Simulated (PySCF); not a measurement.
## Two-component Hartree-Fock for Pt³⁺ (platinum, charge +3)

Start: [Xe] 4f14 5d7; 5d3/2 filled at m_j = -3/2, -1/2, +1/2, +3/2; 5d5/2 filled at m_j = +1/2, +3/2, +5/2. Calculated with PySCF 2.14 in x2c-QZVPPall-2c (16s16p12d7f2g, 191 functions): generalised Hartree-Fock with the X2C-1e Hamiltonian and a Gaussian nucleus; one run each with spin-orbit coupling (SO) switched off, then screened by Boettger's factors.

```tsv
spinor shell	electrons	ε, spin-free (eV)	ε, screened SO (eV)	weight of nominal j (screened SO)	rms radius, screened SO (bohr)
1s1/2	2	-78868.1	-78839.3	1.000	0.0194
2s1/2	2	-14035.2	-14025.9	1.000	0.0782
2p1/2	2	-12178.5	-13422.1	1.000	0.0663
2p3/2	4	-12178.5	-11687.0	1.000	0.0741
3s1/2	2	-3391.6	-3388.6	1.000	0.200
3p1/2	2	-2842.0	-3118.2	1.000	0.191
3p3/2	4	-2842.0	-2730.7	1.000	0.207
3d3/2	4	-2237.2	-2285.8	1.000	0.182
3d5/2	6	-2237.2	-2202.4	1.000	0.186
4s1/2	2	-792.77	-791.68	1.000	0.441
4p1/2	2	-609.41	-675.91	1.000	0.447
4p3/2	4	-609.41	-582.22	1.000	0.480
4d3/2	4	-381.90	-392.33	1.000	0.496
4d5/2	6	-381.90	-374.01	1.000	0.508
5s1/2	2	-155.26	-154.93	1.000	1.02
4f5/2	6	-127.19	-128.83	0.998	0.561
4f7/2	8	-127.19	-124.97	0.998	0.566
5p1/2	2	-104.16	-116.89	0.988	1.11
5p3/2	4	-104.16	-98.656	0.994	1.20
5d3/2	4	-45.808	-46.805	0.767	1.56
5d5/2	3	-45.808	-44.529	0.752	1.60
```

| quantity | spin-free | screened SO |
| --- | --- | --- |
| E (hartree) | -18397.83529 | -18425.02105 |
| M_J | 9/2 | 9/2 |
| ⟨J²⟩ | 24.761 | 24.764 |
| ⟨L²⟩ | 12.009 | 13.314 |
| ⟨S²⟩ | 3.752 | 3.501 |

Each row is a mean over spinors that exchange with the open shell spreads, by up to 8.044 eV (5p3/2).

Rows whose weight is well below 1 are mixtures of j = l ± 1/2: exchange outweighs spin-orbit coupling there, and the label is only the starting occupation.

Breit and QED terms are absent; they matter most for the inner s and p1/2 levels.

Densities and radii are taken from the X2C orbitals without a picture-change correction, which distorts them close to the nucleus.

Without spin-orbit coupling the j labels of p, d and f shells carry no meaning; the spin-free column gives the mean over the occupied spinors of each nl shell.
